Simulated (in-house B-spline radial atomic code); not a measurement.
How numerical settings move a run on neutral beryllium, [He] 2s2. Computed with an all-electron radial atomic-structure program (B-spline basis): Dirac-Kohn-Sham PBE, spherical fractional occupations, Fermi nucleus of rms radius 2.519 fm.

Command:
```bash
python run_scf.py task.json out
```
Settings of the sound reference run:
```
Z                4
electrons        4
configuration    [He] 2s2
hamiltonian      dirac
method           pbe,pbe
spin_polarised   False
nucleus          fermi
rms_radius       2.519
mass_number      9
atomic_mass      9.012183
speed_of_light   137.036
knot_spacing     0.22
spline_order     8
gauss_points     12
box_radius       50
max_iterations   70
damping          0.5
damped_steps     3
diis_vectors     10
tolerance        1e-08
start            Thomas-Fermi
```

Cost of the run: 0.82 s on 1 thread of Arm Neoverse N1 (shared host).

It converges in 9 iterations to -14.632869 hartree, with 2s1/2 at -5.60963 eV. The other runs change the listed settings, some to values that make no sense; their results aren't properties of the atom or ion. Radii are in bohr (the nuclear one in fm), a minus after a letter asks for a j subshell, and «unchanged» means within 1e-8 hartree. The run stops when the residual is below 10 × tolerance × max(1, Z/10), or a noise floor if that is larger, and the energy moves by less than 1e-8 × √|E| hartree; so very loose and very tight tolerances often act alike.

| changed settings | outcome |
| --- | --- |
| first_knot = 0.00025 | converged in 9 iterations, energy -4.80e-07 hartree from the reference, 2s1/2 level +5.0e-06 eV |
| box_radius = 15 | converged in 9 iterations, energy +2.49e-07 hartree from the reference, 2s1/2 level +4.7e-05 eV (the program warns: 2s1/2 reaches the box edge) |
| box_radius = 10 | converged in 9 iterations, energy +1.46e-04 hartree from the reference, 2s1/2 level +1.4e-02 eV (the program warns: 2s1/2 reaches the box edge) |
| first_knot = 2.5e-05 | converged in 10 iterations, energy -9.08e-07 hartree from the reference, 2s1/2 level -3.8e-05 eV |
| spline_order = 10, max_iterations = 100, damping = 0.8, damped_steps = 1, start = bare nucleus | converged in 8 iterations, energy -6.65e-07 hartree from the reference, 2s1/2 level -3.6e-05 eV |
| first_knot = 0.0025 | converged in 9 iterations, energy -1.06e-06 hartree from the reference, 2s1/2 level -3.7e-05 eV |
| box_radius = 10, max_iterations = 3, tolerance = 0.01, start = bare nucleus | not converged after 3 iterations, last residual 1.2e-02, last energy +7.52e-03 hartree from the reference |
| spline_order = 7, max_iterations = 100, damping = 0.8, diis_vectors = 0 | converged in 48 iterations, energy -8.07e-07 hartree from the reference, 2s1/2 level -4.1e-05 eV |
| first_knot = 0.075 | converged in 9 iterations, energy +1.42e-04 hartree from the reference, 2s1/2 level +2.3e-05 eV |
| tolerance = 1e-06 | converged in 7 iterations, energy unchanged, 2s1/2 level -2.1e-04 eV |
| electrons = 5, configuration = [He] 2s2 3p-1, max_iterations = 75 | converged in 15 iterations to -14.6314 hartree, a different physical problem (warning: 3p1/2 has a positive eigenvalue: unbound, held by the box) |
| box_radius = 3 | converged in 8 iterations, energy +6.87e-01 hartree from the reference, 2s1/2 level +1.4e+01 eV (the program warns: 2s1/2 has a positive eigenvalue: unbound, held by the box; 1s1/2 reaches the box edge) |
| electrons = 12, configuration = [He] 2s2 4s2 4p6, max_iterations = 50 | converged in 17 iterations to -13.8678 hartree, a different physical problem (warning: 2s1/2 has a positive eigenvalue: unbound, held by the box) |
| box_radius = 7.5 | converged in 9 iterations, energy +3.07e-03 hartree from the reference, 2s1/2 level +1.8e-01 eV (the program warns: 2s1/2 reaches the box edge) |
| tolerance = 1e-13 | converged in 9 iterations, energy unchanged |

Question: What happens with box_radius = 7.5, max_iterations = 75, damped_steps = 8, tolerance = 0.01?

Answer: Converged in 10 iterations, energy +3.07e-03 hartree from the reference, 2s1/2 level +1.8e-01 eV (the program warns: 2s1/2 reaches the box edge).

Question: What happens with first_knot = 0.25?

Answer: Converged in 9 iterations, energy +1.58e-03 hartree from the reference, 2s1/2 level +2.1e-04 eV.

Question: What happens with box_radius = 2?

Answer: Converged in 8 iterations, energy +3.03e+00 hartree from the reference, 2s1/2 level +5.2e+01 eV (the program warns: 2s1/2 has a positive eigenvalue: unbound, held by the box; 1s1/2 reaches the box edge).

Question: What happens with box_radius = 5?

Answer: Converged in 9 iterations, energy +5.88e-02 hartree from the reference, 2s1/2 level +1.9e+00 eV (the program warns: 2s1/2 reaches the box edge).
